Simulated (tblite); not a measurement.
C6H14OSi2.
Geometry (GFN2-xTB, Å), atoms numbered from 1 in this order:
```
atom  x, y, z in Å
C1     3.8167    0.4313   -0.1934
C2     3.3165   -0.7825   -0.3534
Si3    1.5230   -1.2958   -0.0298
Si4    0.3281    0.6366    0.4382
C5    -1.5618    0.2180    0.1938
C6    -1.7902   -0.0581   -1.2927
C7    -2.4732    1.3312    0.6867
C8    -1.6948   -1.0160    0.9820
O9    -1.0920   -2.0437    0.7554
H10    4.8537    0.6682   -0.3807
H11    3.2035    1.2561    0.1381
H12    3.9888   -1.5640   -0.6872
H13    1.5888   -2.2548    1.0776
H14    1.0855   -1.9989   -1.2448
H15    0.4899    1.8399   -0.3973
H16    0.4291    1.1424    1.8196
H17   -2.8505   -0.2288   -1.4832
H18   -1.4699    0.7880   -1.8970
H19   -1.2423   -0.9432   -1.6059
H20   -2.2594    2.2565    0.1567
H21   -3.5212    1.0811    0.5195
H22   -2.3282    1.5098    1.7500
H23   -2.3447   -0.9462    1.8766
```

Method: GFN2-xTB as coded in tblite; computed harmonic values from a numerical Hessian at the method's own geometry, unscaled. Errors from tens to a few hundred cm⁻¹ against measured bands are possible. Modes of hydrogen on silicon can be 10 to 20 % off. One conformer, not necessarily the lowest.

Harmonic wavenumbers (cm⁻¹): 43.8, 54.8, 67.0, 101.3, 106.3, 131.6, 184.8, 191.7, 214.2, 226.5, 272.1, 315.4, 329.3, 347.2, 360.2, 402.7, 457.0, 497.2, 571.4, 584.8, 615.7, 647.5, 650.1, 683.0, 736.8, 771.1, 818.6, 855.2, 919.2, 929.8, 976.1, 997.0, 1006.2, 1028.4, 1035.0, 1141.9, 1196.3, 1256.6, 1274.7, 1383.6, 1406.5, 1423.2, 1425.5, 1491.8, 1502.1, 1506.5, 1511.4, 1672.7, 1700.7, 2149.8, 2169.5, 2186.3, 2221.1, 2751.2, 2994.4, 2997.7, 3022.0, 3027.7, 3028.3, 3036.9, 3045.0, 3065.6, 3080.8.

A = 2052, B = 686.0, C = 594.9 MHz; mass 158.058 u (most abundant isotopes); point group C1, symmetry number 1.

Question: What is the zero-point energy?

Answer: ½Σν̃ = 38399 cm⁻¹ = 109.79 kcal/mol.

Question: Give the ideal-gas entropy at 273.15 K and 1 bar in the rigid-rotor, harmonic-oscillator model (classical rotation).

Answer: Translation 40.67, rotation 30.07, vibration 41.51: S = 112.3 cal/(mol K).

Question: And Cp and H(273.15 K) − H(0)?

Answer: Cp = 49.05 cal/(mol K), of which vibrations give 41.10 (their classical limit is 63 R = 125.2); H(273.15 K) − H(0) = 8.12 kcal/mol without the zero-point energy, 5.95 from vibrations.

Question: How do the functions run with temperature in this model?

Answer: 
```
T (K)  S (cal/(mol K))  Cp (cal/(mol K))  H − H(0) (kcal/mol)  G − H(0) (kcal/mol)  ln q(vib)
  100             76.5              25.1                 1.61                -6.04       2.80
  200             98.5              39.6                 4.87               -14.83       6.96
  300            117.0              52.3                 9.48               -25.62      11.01
  500            148.8              72.9                22.11               -52.30      18.62
  800            187.8              93.0                47.24              -103.02      28.90
 1000            209.6             102.0                66.78              -142.81      35.07
```

q(vib) and H(0) count from the zero-point level.

Question: What must be added to the electronic energy to get the Gibbs energy at 273.15 K and 1 bar?

Answer: ZPE + [H(273.15 K) − H(0)] − T·S = 109.79 + 8.12 − 30.66 = 87.25 kcal/mol.

Question: Blend soft modes into free rotors: weight 1/[1 + (100 cm⁻¹/ν̃)⁴] for the oscillator and the rest for a rotor with moment μB/(μ + B), μ = h/(8π²ν), B = 10⁻⁴⁴ kg m². What vibrational entropy results?

Answer: 38.02 cal/(mol K) in place of 41.51, which changes −T·S at 273.15 K by +0.95 kcal/mol.

Hindered rotation and anharmonicity are outside this model. Other conformers, if any are populated, would add a mixing term that is left out. The structure is chiral; the term R ln 2 for an equal mix with its mirror image is left out.

On one thread, Intel Xeon at 2.50 GHz (x86_64), no GPU, shared host with 64 logical CPUs at a one-minute load of 59, this took 4.3 s. The figure is for the frequency step alone.
